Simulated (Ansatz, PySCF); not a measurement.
Molecule: dibromosilane, sum formula SiH2Br2, charge 0, multiplicity 1. 
Geometry from a B3LYP-D3(BJ)/def2-TZVP (Ansatz, an electronic-structure program) optimisation:
```
Si
H 1 1.4707
H 1 1.4707 2 112.63
Br 1 2.2217 2 108.35 3 119.84
Br 1 2.2217 2 108.35 3 -119.84
```

Property: atomisation energy (electronic, to ground-state atoms), in kcal/mol. Valence correlation only, unless marked. UHF or UKS for open shells. No spin-orbit coupling. Frozen are the shells of the preceding noble gas and the d and f shells that filled before the atom's block. No relativistic terms. FCI takes restricted orbitals. The coupled-cluster limit lacks core correlation, which all-electron functionals hold. Basis-set limits of correlation are two-point, X^-3; Hartree-Fock from the larger set.

```csv
level,program,atomisation energy (kcal/mol)
r2SCAN-D3(BJ)/def2-TZVPD,Ansatz + dftd3,329.6
r2SCAN-D4/def2-TZVPD,Ansatz + dftd4,329.4
B3LYP-D4/def2-TZVPD,Ansatz + dftd4,(withheld)
PBE0/def2-SVP,Ansatz,(withheld)
PBE0-D3(BJ)/def2-TZVP,Ansatz + dftd3,(withheld)
M06-2X/def2-TZVPD,PySCF,321.8
LC-wPBE-D4/def2-TZVPD,Ansatz + dftd4,321.8
LC-wPBE/def2-TZVPD,Ansatz,318.1
wB97M-V/def2-TZVPD,Ansatz,(withheld)
B2PLYP-D3(BJ)/def2-TZVPD,Ansatz + dftd3,321.2
SCS-MP2/def2-QZVPPD,Ansatz,325.8
CCSD/def2-TZVPPD,Ansatz,311.5
FCI/STO-3G,Ansatz,359.3
"CCSD(T)/CBS(def2-TZVPPD,def2-QZVPPD)",Ansatz,327.7
```

**Question.** Complete the blanks.

**Answer.** 
- B3LYP-D4/def2-TZVPD, atomisation energy (kcal/mol): 322.0
- PBE0/def2-SVP, atomisation energy (kcal/mol): 317.7
- PBE0-D3(BJ)/def2-TZVP, atomisation energy (kcal/mol): 324.6
- wB97M-V/def2-TZVPD, atomisation energy (kcal/mol): 324.8
